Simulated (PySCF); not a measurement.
Ionisation energy of Si³⁺ by level of theory

Si³⁺ [Ne] 3s1 (2S) → Si⁴⁺ [Ne] (1S), as a difference of total energies. Calculation: PySCF 2.14, in an even-tempered Gaussian basis (20 s from 0.054 bohr⁻², ratio 2.5; 13 p from 0.071 bohr⁻², ratio 2.5; 6 d from 0.47 bohr⁻², ratio 2.7; 5 f from 0.71 bohr⁻², ratio 2.7); the spin-free X2C one-electron Hamiltonian (Gaussian nucleus). Correlated levels: outer shells: 1s2 frozen; virtual orbitals above 40 to 60 times the deepest correlated orbital energy dropped. The calculations carry no spin-orbit coupling.

```tsv
method	ionisation energy (eV)
UHF	44.733
LDA	45.638
PBE	45.669
PBE0	45.500
r2SCAN	45.099
revPBE	45.540
B97-3	45.178
MP2 (outer shells)	45.111
SCS-MP2 (outer shells)	45.036
```

Problem. How much does correlation contribute at MP2 (outer shells)?

Solution. 45.111 − (44.733) = 0.378 eV, measured against UHF.

For comparison: 45.142 eV (measured; NIST Atomic Spectra Database, ionization energies).
